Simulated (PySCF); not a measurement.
Ionisation energy of Si⁺ by level of theory

Si⁺ [Ne] 3s2 3p1 (2P) → Si²⁺ [Ne] 3s2 (1S), as a difference of total energies. Calculation: PySCF 2.14, in dyall-acv3z; the non-relativistic Hamiltonian (point nucleus). Correlated levels: valence: [Ne] frozen; virtual orbitals above 40 to 60 times the deepest correlated orbital energy dropped. The calculations carry no spin-orbit coupling.

```
           method  ionisation energy (eV)
              UHF                  15.846
    MP2 (valence)                  16.116
SCS-MP2 (valence)                  16.104
   CCSD (valence)                  16.228
CCSD(T) (valence)                  16.259
```

Q: How much does correlation contribute at CCSD(T) (valence)?

A: 16.259 − (15.846) = 0.413 eV, measured against UHF.

Errors of the correlated levels include the incompleteness of this basis and the frozen core.

For comparison: 16.322 eV (measured; NIST levels, between the centres of gravity of the two terms).
